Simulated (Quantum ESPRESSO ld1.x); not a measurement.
Values are calculated unless marked as measured or tabulated.
Task: Species: Yb I. Configuration: [Xe] 4f14 6s2. Level of theory: scalar-relativistic Kohn-Sham, PBE, spin-unpolarised, spherical densities, point nucleus (ld1.x of Quantum ESPRESSO 7.5). Some entries of the table are withheld. Estimate them.

| orbital | occ. | eigenvalue (hartree) | <r^2> (bohr^2) |
|---|---|---|---|
| 1s | 2 | -2250.74 | 0.0005297 |
| 2s | 2 | -381.328 | 0.008209 |
| 2p | 6 | -336.044 | 0.006714 |
| 3s | 2 | -85.9507 | 0.05367 |
| 3p | 6 | -72.3028 | 0.05419 |
| 3d | 10 | -55.6996 | (1) |
| 4s | 2 | -16.9091 | 0.2688 |
| 4p | 6 | -12.4305 | (2) |
| 4d | 10 | (3) | 0.3644 |
| 5s | 2 | -2.01840 | 1.647 |
| 5p | 6 | -1.00771 | 2.407 |
| 6s | 2 | -0.14400 | 17.64 |
| 4f | 14 | -0.11068 | 0.8864 |

Result: 
(1) 3d <r^2> (bohr^2): 0.04510
(2) 4p <r^2> (bohr^2): 0.3057
(3) 4d eigenvalue (hartree): -6.53885
